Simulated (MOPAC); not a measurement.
MOPAC input (PM6):

```
PM6 1SCF GEO-OK AUX(PRECISION=9) THREADS=1
F3GeI

F    -1.60322700 1   -1.30108800 1   -1.00970400 1
Ge   -1.00695200 1   -0.00749100 1   -0.05200100 1
F    -1.63756500 1    1.43365300 1   -0.73870700 1
F    -1.74079200 1   -0.16962300 1    1.49115400 1
I     1.45390100 1    0.01081600 1    0.07508200 1
```

Output:

```
 *******************************************************************************
 **                                                                           **
 **                              MOPAC v23.2.5                                **
 **                                                                           **
 *******************************************************************************
 ** MOPAC's Digital Object Identifier: https://doi.org/10.5281/zenodo.6511958 **
 **                                                                           **
 ** Please cite the open-source release paper for use of this MOPAC version:  **
 ** J. E. Moussa and J. J. P. Stewart (2026)                                  **
 ** MOPAC: An open-source semiempirical molecular orbital program             **
 ** J. Open Source Softw., 11(119), 8025, https://doi.org/10.21105/joss.08025 **
 *******************************************************************************

                              PM6 CALCULATION RESULTS

 *******************************************************************************
 *  PM6        - The PM6 Hamiltonian to be used
 *  GEO-OK     - OVERRIDE INTERATOMIC DISTANCE AND OTHER SAFETY CHECKS
 *  1SCF       - DO 1 SCF AND THEN STOP
 *  AUX        - OUTPUT AUXILIARY INFORMATION
 *******************************************************************************
PM6 1SCF GEO-OK AUX(PRECISION=9) THREADS=1
 F3GeI

   ATOM   CHEMICAL          X               Y               Z
  NUMBER   SYMBOL      (ANGSTROMS)     (ANGSTROMS)     (ANGSTROMS)

     1       F         -1.60322700  *  -1.30108800  *  -1.00970400  *
     2      Ge         -1.00695200  *  -0.00749100  *  -0.05200100  *
     3       F         -1.63756500  *   1.43365300  *  -0.73870700  *
     4       F         -1.74079200  *  -0.16962300  *   1.49115400  *
     5       I          1.45390100  *   0.01081600  *   0.07508200  *

          CARTESIAN COORDINATES

    NO.       ATOM           X           Y           Z

     1         F         -1.6032     -1.3011     -1.0097
     2        Ge         -1.0070     -0.0075     -0.0520
     3         F         -1.6376      1.4337     -0.7387
     4         F         -1.7408     -0.1696      1.4912
     5         I          1.4539      0.0108      0.0751

 General Reference for PM6:
 "Optimization of Parameters for Semiempirical Methods V: Modification of NDDO Approximations
 and Application to 70 Elements", J. J. P. Stewart, J. Mol. Mod., 13, 1173-1213 (2007)
 URL: https://link.springer.com/article/10.1007/s00894-007-0233-4

           Empirical Formula: F3 Ge I  =     5 atoms

      MOLECULAR POINT GROUP   :   C3v

      RHF CALCULATION, NO. OF DOUBLY OCCUPIED LEVELS = 16

 -------------------------------------------------------------------------------
 PM6 1SCF GEO-OK AUX(PRECISION=9) THREADS=1
 F3GeI

     1SCF WAS SPECIFIED, SO BFGS WAS NOT USED
     SCF FIELD WAS ACHIEVED

                              PM6 CALCULATION
                                                       MOPAC v23.2.5 Linux

          FINAL HEAT OF FORMATION =       -215.32790 KCAL/MOL =    -900.93194 KJ/MOL

          COSMO AREA              =        127.35 SQUARE ANGSTROMS
          COSMO VOLUME            =        118.35 CUBIC ANGSTROMS

          IONIZATION POTENTIAL    =         10.971007 EV
          HOMO LUMO ENERGIES (EV) =        -10.971 -2.474
          NO. OF FILLED LEVELS    =         16
          MOLECULAR WEIGHT        =        256.4897         POINT GROUP:  C3v

          MOLECULAR DIMENSIONS (Angstroms)

            Atom       Atom       Distance
            I     5    F     1     3.49913
            F     4    F     3     2.74835
            F     3    F     1     2.12135

          SCF CALCULATIONS        =          1

   ATOM   CHEMICAL          X               Y               Z
  NUMBER   SYMBOL      (ANGSTROMS)     (ANGSTROMS)     (ANGSTROMS)

     1       F         -1.60322700  *  -1.30108800  *  -1.00970400  *
     2      Ge         -1.00695200  *  -0.00749100  *  -0.05200100  *
     3       F         -1.63756500  *   1.43365300  *  -0.73870700  *
     4       F         -1.74079200  *  -0.16962300  *   1.49115400  *
     5       I          1.45390100  *   0.01081600  *   0.07508200  *

                             CARTESIAN COORDINATES

   1    F       -1.603227000    -1.301088000    -1.009704000
   2   Ge       -1.006952000    -0.007491000    -0.052001000
   3    F       -1.637565000     1.433653000    -0.738707000
   4    F       -1.740792000    -0.169623000     1.491154000
   5    I        1.453901000     0.010816000     0.075082000

           Empirical Formula: F3 Ge I  =     5 atoms

      MOLECULAR POINT GROUP   :   C3v

                  EIGENVALUES
 -39.80949 -39.80949 -39.45910 -21.51883 -19.58691 -16.37377 -16.37376 -16.35290
 -15.56826 -15.56826 -15.55593 -14.38797 -14.38797 -12.53811 -10.97101 -10.97101
  -2.47351  -0.29523   0.25289   0.25289 109.45980 109.62849 109.62849 110.49860
 110.49860

              NET ATOMIC CHARGES AND DIPOLE CONTRIBUTIONS

  ATOM NO.   TYPE          CHARGE      No. of ELECS.   s-Pop       p-Pop       d-Pop
    1          F          -0.456802        7.4568     1.96271     5.49409
    2         Ge           1.531303        2.4687     1.06713     1.40157
    3          F          -0.456802        7.4568     1.96271     5.49409
    4          F          -0.456802        7.4568     1.96271     5.49409
    5          I          -0.160897        7.1609     1.95700     5.20095     0.00295
 DIPOLE           X         Y         Z       TOTAL
 POINT-CHG.     2.400     0.018     0.124     2.404
 HYBRID         0.051     0.000     0.003     0.051
 SUM            2.451     0.018     0.127     2.454

          ATOMIC ORBITAL ELECTRON POPULATIONS

     Atom    s        px        py        pz      x^2-y^2     xz        z^2       yz        xy
    1  F   1.96271   1.92521   1.72988   1.83900
    2 Ge   1.06713   0.52019   0.44059   0.44079
    3  F   1.96271   1.91955   1.67167   1.90287
    4  F   1.96271   1.90051   1.96646   1.62713
    5  I   1.95700   1.25235   1.97524   1.97335   0.00168   0.00036   0.00056   0.00000   0.00035

 **********************
 *                    *
 * JOB ENDED NORMALLY *
 *                    *
 **********************

 == MOPAC DONE ==
```

The geometry given is a B3LYP-D3(BJ)/def2-TZVP minimum.
